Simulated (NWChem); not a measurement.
System: Si2H3, doublet; SMILES [SiH]=[SiH2]

Input file for NWChem:

```
start job
memory heap 200 mb stack 900 mb global 1100 mb
geometry units angstroms noautoz
  Si    -0.046690    -1.294589     0.161299
  Si    -0.160339     0.970969    -0.075807
  H      1.452808    -1.230163    -0.145572
  H      0.954318     1.955832     0.117534
  H     -1.447605     1.736247    -0.070321
end
basis spherical
  * library def2-svp
end
dft
  odft
  mult 2
  xc becke88 lyp
  iterations 200
end
task dft gradient
```

Parts of the log:

```
             Northwest Computational Chemistry Package (NWChem) 7.3.0
             --------------------------------------------------------

 C1  symmetry detected

                             Geometry "geometry" -> ""
                             -------------------------

 Output coordinates in angstroms (scale by  1.889725989 to convert to a.u.)

  No.       Tag          Charge          X              Y              Z
 ---- ---------------- ---------- -------------- -------------- --------------
    1 Si                  14.0000    -0.07577421    -1.23201125     0.01124379
    2 Si                  14.0000    -0.01983840     1.04788460    -0.01764444
    3 H                    1.0000     1.43700266    -1.25098927    -0.22950661
    4 H                    1.0000     1.15094146     1.92631182     0.31013024
    5 H                    1.0000    -1.24936761     1.90245058     0.00898545

 Effective nuclear repulsion energy (a.u.)      67.8129443038

                                 NWChem DFT Module
                                 -----------------

 Summary of "ao basis" -> "ao basis" (spherical)
 ------------------------------------------------------------------------------
       Tag                 Description            Shells   Functions and Types
 ---------------- ------------------------------  ------  ---------------------
 Si                         def2-svp                 8       18   4s3p1d
 H                          def2-svp                 3        5   2s1p

            General Information
            -------------------
          SCF calculation type: DFT
          Wavefunction type:  spin polarized.
          No. of atoms     :     5
          No. of electrons :    31
           Alpha electrons :    16
            Beta electrons :    15
          Charge           :     0
          Spin multiplicity:     2
          Use of symmetry is: off; symmetry adaption is: off
          Maximum number of iterations: 200
          AO basis - number of functions:    51
                     number of shells:    25
          Convergence on energy requested:  1.00D-06
          Convergence on density requested:  1.00D-05
          Convergence on gradient requested:  5.00D-04

              XC Information
              --------------
                    Becke 1988 Exchange Functional  1.000
              Lee-Yang-Parr Correlation Functional  1.000

             Grid Information
             ----------------
          Grid used for XC integration:  medium
          Radial quadrature: Mura-Knowles
          Angular quadrature: Lebedev.
          Tag              B.-S. Rad. Rad. Pts. Rad. Cut. Ang. Pts.
          ---              ---------- --------- --------- ---------
          Si                  1.10       88          10.0       590
          H                   0.35       45          11.0       434
          Grid pruning is: on
          Number of quadrature shells:   311
          Spatial weights used:  Erf1

      Superposition of Atomic Density Guess
      -------------------------------------

 Sum of atomic energies:        -578.97492570

      Non-variational initial energy
      ------------------------------

 Total energy =    -579.236422
 1-e energy   =    -937.412917
 2-e energy   =     290.363551
 HOMO         =      -0.166929
 LUMO         =      -0.024773

   convergence    iter        energy       DeltaE   RMS-Dens  Diis-err
 ---------------- ----- ----------------- --------- --------- ---------
 d= 0,ls=0.0,diis     1   -580.4691290762 -6.48D+02  7.50D-03  4.38D-02
                                                     7.41D-03  3.91D-02
 d= 0,ls=0.0,diis     2   -580.4679651537  1.16D-03  9.07D-03  2.27D-02
                                                     8.24D-03  1.98D-02
 d= 0,ls=0.0,diis     3   -580.4603332648  7.63D-03  6.58D-03  3.09D-02
                                                     5.04D-03  2.11D-02
 d= 0,ls=0.0,diis     4   -580.4909902908 -3.07D-02  1.27D-03  1.03D-03
                                                     1.24D-03  9.26D-04
 d= 0,ls=0.0,diis     5   -580.4919660847 -9.76D-04  3.92D-04  6.33D-05
                                                     2.37D-04  4.43D-05
  Resetting Diis
 d= 0,ls=0.0,diis     6   -580.4920329069 -6.68D-05  9.06D-05  5.82D-06
                                                     1.22D-04  7.77D-06
 d= 0,ls=0.0,diis     7   -580.4920419825 -9.08D-06  8.33D-05  9.94D-07
                                                     9.63D-05  8.21D-07
 d= 0,ls=0.0,diis     8   -580.4920406084  1.37D-06  7.17D-05  2.91D-06
                                                     5.76D-05  2.03D-06
 d= 0,ls=0.0,diis     9   -580.4920435602 -2.95D-06  1.70D-05  2.72D-07
                                                     2.23D-05  3.31D-07
 d= 0,ls=0.0,diis    10   -580.4920439181 -3.58D-07  1.76D-05  3.82D-08
                                                     1.26D-05  1.41D-08
 d= 0,ls=0.0,diis    11   -580.4920439964 -7.83D-08  2.25D-06  4.28D-09
                                                     3.15D-06  4.76D-09

         Total DFT energy =     -580.492043996422
      One electron energy =     -938.481526861148
           Coulomb energy =      332.980286788576
    Exchange-Corr. energy =      -42.803748227682
 Nuclear repulsion energy =       67.812944303831

 Numeric. integr. density =       31.000006418673

                    DFT Final Alpha Molecular Orbital Analysis
                    ------------------------------------------

 Vector   14  Occ=1.000000D+00  E=-2.681334D-01
              MO Center=  1.9D-01, -2.6D-01, -4.8D-02, r^2= 3.5D+00
   Bfn.  Coefficient  Atom+Function         Bfn.  Coefficient  Atom+Function
  ----- ------------  ---------------      ----- ------------  ---------------
    37      0.310089  3 H  s                 27      0.242169  2 Si py
    38      0.221418  3 H  s                 47      0.220167  5 H  s
     8      0.205439  1 Si px                30      0.195292  2 Si py
     9     -0.190318  1 Si py                21     -0.163249  2 Si s
    48      0.157718  5 H  s                 11      0.152035  1 Si px

 Vector   15  Occ=1.000000D+00  E=-2.103256D-01
              MO Center= -8.6D-02, -8.4D-01,  9.5D-03, r^2= 3.5D+00
   Bfn.  Coefficient  Atom+Function         Bfn.  Coefficient  Atom+Function
  ----- ------------  ---------------      ----- ------------  ---------------
     4      0.412910  1 Si s                  3      0.371280  1 Si s
     2      0.223850  1 Si s                  9     -0.208900  1 Si py
     8     -0.198590  1 Si px                11     -0.193775  1 Si px
    21     -0.194403  2 Si s                 12     -0.181715  1 Si py
    30      0.179426  2 Si py                22     -0.173281  2 Si s

 Vector   16  Occ=1.000000D+00  E=-1.953960D-01
              MO Center= -5.8D-02,  3.7D-03, -1.2D-01, r^2= 3.4D+00
   Bfn.  Coefficient  Atom+Function         Bfn.  Coefficient  Atom+Function
  ----- ------------  ---------------      ----- ------------  ---------------
    31      0.433522  2 Si pz                13      0.322894  1 Si pz
    28      0.307071  2 Si pz                10      0.245282  1 Si pz
    25     -0.162969  2 Si pz                 4     -0.136207  1 Si s
     7     -0.131077  1 Si pz                11      0.119064  1 Si px
     8      0.108632  1 Si px                 3     -0.100635  1 Si s

 Vector   17  Occ=0.000000D+00  E=-1.042823D-01
              MO Center= -1.2D-02, -3.1D-01,  5.6D-03, r^2= 4.2D+00
   Bfn.  Coefficient  Atom+Function         Bfn.  Coefficient  Atom+Function
  ----- ------------  ---------------      ----- ------------  ---------------
    13      0.621237  1 Si pz                31     -0.508875  2 Si pz
    10      0.341936  1 Si pz                28     -0.278379  2 Si pz
     7     -0.180462  1 Si pz                25      0.144077  2 Si pz
    22      0.134993  2 Si s                 43     -0.111597  4 H  s
    29      0.101368  2 Si px                30      0.091991  2 Si py

 Vector   18  Occ=0.000000D+00  E=-1.666058D-02
              MO Center=  1.2D-01, -5.6D-02,  1.2D-01, r^2= 5.2D+00
   Bfn.  Coefficient  Atom+Function         Bfn.  Coefficient  Atom+Function
  ----- ------------  ---------------      ----- ------------  ---------------
    22      1.199145  2 Si s                 43     -0.823514  4 H  s
    12     -0.749092  1 Si py                21      0.497833  2 Si s
    48     -0.427094  5 H  s                 38     -0.412570  3 H  s
    11      0.341340  1 Si px                 9     -0.263346  1 Si py
    20      0.251169  2 Si s                 31      0.242669  2 Si pz

 Vector   19  Occ=0.000000D+00  E= 1.688192D-02
              MO Center= -2.0D-01,  3.0D-01, -5.7D-02, r^2= 4.5D+00
   Bfn.  Coefficient  Atom+Function         Bfn.  Coefficient  Atom+Function
  ----- ------------  ---------------      ----- ------------  ---------------
    48      1.089365  5 H  s                 22     -0.979685  2 Si s
    29      0.932786  2 Si px                38     -0.845731  3 H  s
     4      0.672530  1 Si s                 11      0.454711  1 Si px
     3      0.385377  1 Si s                 12      0.334873  1 Si py
    43     -0.275268  4 H  s                 47      0.233039  5 H  s

                     DFT Final Beta Molecular Orbital Analysis
                     -----------------------------------------

 Vector   13  Occ=1.000000D+00  E=-3.178219D-01
              MO Center=  7.0D-02,  1.5D+00,  1.1D-01, r^2= 2.4D+00
   Bfn.  Coefficient  Atom+Function         Bfn.  Coefficient  Atom+Function
  ----- ------------  ---------------      ----- ------------  ---------------
    42      0.346271  4 H  s                 47     -0.297950  5 H  s
    26      0.291050  2 Si px                29      0.214163  2 Si px
    43      0.173521  4 H  s                 23     -0.166853  2 Si px
    48     -0.149695  5 H  s                  3     -0.066901  1 Si s
     8      0.063980  1 Si px                37      0.060733  3 H  s

 Vector   14  Occ=1.000000D+00  E=-2.627838D-01
              MO Center=  1.9D-01, -3.0D-01, -5.4D-02, r^2= 3.4D+00
   Bfn.  Coefficient  Atom+Function         Bfn.  Coefficient  Atom+Function
  ----- ------------  ---------------      ----- ------------  ---------------
    37      0.313881  3 H  s                 27      0.238889  2 Si py
    38      0.221873  3 H  s                 47      0.215414  5 H  s
     8      0.208721  1 Si px                 9     -0.191888  1 Si py
    30      0.185975  2 Si py                21     -0.176127  2 Si s
    11      0.160281  1 Si px                48      0.156376  5 H  s

 Vector   15  Occ=1.000000D+00  E=-2.037855D-01
              MO Center= -1.0D-01, -9.7D-01,  8.4D-02, r^2= 3.3D+00
   Bfn.  Coefficient  Atom+Function         Bfn.  Coefficient  Atom+Function
  ----- ------------  ---------------      ----- ------------  ---------------
     4      0.415672  1 Si s                  3      0.371759  1 Si s
     2      0.226069  1 Si s                  9     -0.222185  1 Si py
    12     -0.205534  1 Si py                21     -0.198063  2 Si s
     8     -0.190357  1 Si px                11     -0.186091  1 Si px
    30      0.175111  2 Si py                27      0.162322  2 Si py

 Vector   16  Occ=0.000000D+00  E=-1.625609D-01
              MO Center= -6.1D-02, -5.0D-02, -1.1D-01, r^2= 3.4D+00
   Bfn.  Coefficient  Atom+Function         Bfn.  Coefficient  Atom+Function
  ----- ------------  ---------------      ----- ------------  ---------------
    31      0.432010  2 Si pz                13      0.351567  1 Si pz
    28      0.286322  2 Si pz                10      0.247179  1 Si pz
    25     -0.155601  2 Si pz                 7     -0.134525  1 Si pz
     4     -0.124211  1 Si s                 11      0.113715  1 Si px
     8      0.095134  1 Si px                 3     -0.089274  1 Si s

 Vector   17  Occ=0.000000D+00  E=-8.060361D-02
              MO Center=  1.4D-03, -1.7D-01, -6.2D-02, r^2= 4.3D+00
   Bfn.  Coefficient  Atom+Function         Bfn.  Coefficient  Atom+Function
  ----- ------------  ---------------      ----- ------------  ---------------
    13      0.604811  1 Si pz                31     -0.534829  2 Si pz
    10      0.312074  1 Si pz                28     -0.272316  2 Si pz
    22      0.178961  2 Si s                  7     -0.167306  1 Si pz
    43     -0.166783  4 H  s                 29      0.146423  2 Si px
    25      0.145647  2 Si pz                11      0.112382  1 Si px

 Vector   18  Occ=0.000000D+00  E=-4.584868D-03
              MO Center=  1.6D-01, -1.9D-01,  1.1D-01, r^2= 5.1D+00
   Bfn.  Coefficient  Atom+Function         Bfn.  Coefficient  Atom+Function
  ----- ------------  ---------------      ----- ------------  ---------------
    22      1.008745  2 Si s                 43     -0.804146  4 H  s
    12     -0.715584  1 Si py                38     -0.542450  3 H  s
    21      0.531423  2 Si s                 11      0.434093  1 Si px
    48     -0.306259  5 H  s                 29      0.283371  2 Si px
    31      0.273745  2 Si pz                20      0.249330  2 Si s

   alpha - beta orbital overlaps
   -----------------------------

   alpha      1      2      3      4      5      6      7      8      9     10
    beta      1      2      3      4      5      6      7      8      9     10
 overlap   1.000  1.000  1.000  1.000  1.000  1.000  1.000  0.987  0.994  0.992

   alpha     11     12     13     14     15     16     17     18     19     20
    beta     11     12     13     14     15     16     17     18     19     20
 overlap   0.999  0.999  1.000  0.999  0.995  0.999  0.994  0.988  0.990  0.998

   alpha     21     22     23     24     25     26     27     28     29     30
    beta     21     22     23     24     25     26     27     28     29     30
 overlap   0.997  0.998  0.998  0.995  0.997  0.981  0.978  0.995  0.997  0.981

   alpha     31     32     33     34     35     36     37     38     39     40
    beta     31     32     33     34     35     36     37     38     39     40
 overlap   0.971  0.985  0.978  0.952  0.973  0.994  0.996  0.994  0.992  0.996

   alpha     41     42     43     44     45     46     47     48     49     50
    beta     41     42     43     44     45     46     47     48     49     50
 overlap   0.998  0.998  1.000  1.000  0.999  0.999  0.999  1.000  1.000  1.000

   alpha     51
    beta     51
 overlap   1.000

     --------------------------
     Expectation value of S2:
     --------------------------
      <S2> =      0.7608 (Exact =     0.7500)

     Multipole analysis of the density
     ---------------------------------

     L   x y z        total         alpha         beta         nuclear
     -   - - -        -----         -----         ----         -------
     0   0 0 0     -0.000000    -16.000000    -15.000000     31.000000

     1   1 0 0      0.054749      0.088162     -0.033413      0.000000
     1   0 1 0      0.381143      0.077224      0.303920     -0.000000
     1   0 0 1     -0.046870      0.171040     -0.217910      0.000000

[...]

                         DFT ENERGY GRADIENTS

    atom               coordinates                        gradient
                 x          y          z           x          y          z
   1 Si     -0.143192  -2.328164   0.021248    0.002979   0.006578  -0.001262
   2 Si     -0.037489   1.980215  -0.033343   -0.000173  -0.002663   0.001712
   3 H       2.715541  -2.364027  -0.433705   -0.003033   0.000559   0.001020
   4 H       2.174964   3.640202   0.586061   -0.002030  -0.002343  -0.001347
   5 H      -2.360962   3.595110   0.016980    0.002257  -0.002130  -0.000123
```

Level: BLYP/def2-SVP, spin-unrestricted. The geometry was optimised at PBE0/def2-SVP, spin-unrestricted. No stability test was run on the SCF state.
